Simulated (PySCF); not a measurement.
Dipole response of P (phosphorus, neutral)

[Ne] 3s2 3p3, high-spin 4S determinant. All numbers are calculated (PySCF 2.14, the spin-free X2C one-electron Hamiltonian (Gaussian nucleus), in x2c-QZVPPall with one added diffuse shell each of s, p, d, f type (10s7p5d3f1g, 86 functions)). Coupled (time-dependent) response in atomic units; α is the mean over directions.

```
 method  mean α (bohr³)  C₆ (like pair)  S(−4)
    UHF           25.43           188.0  195.8
    PBE           27.59           206.1  259.6
   PBE0           26.45           196.1  226.2
wB97X-V           26.07           192.6  216.0
```

S(−4) is the Cauchy moment in α(ω) = α(0) + S(−4) ω² + …

Reference α: 25 ± 1 bohr³ (recommended; Schwerdtfeger and Nagle, table of static dipole polarizabilities (2023 update)). Published C₆: 185.0 (Chu and Dalgarno (2004); Tang, Norbeck and Certain (1976)).

α(iu) at PBE:

| u (hartree) | α(iu) (bohr³) |
| --- | --- |
| 0 | 27.59 |
| 0.0500 | 26.96 |
| 0.100 | 25.29 |
| 0.200 | 20.56 |
| 0.300 | 16.01 |
| 0.500 | 9.732 |
| 0.750 | 5.694 |
| 1.00 | 3.672 |
| 1.50 | 1.885 |
| 2.00 | 1.159 |
| 3.00 | 0.5886 |
| 5.00 | 0.2598 |
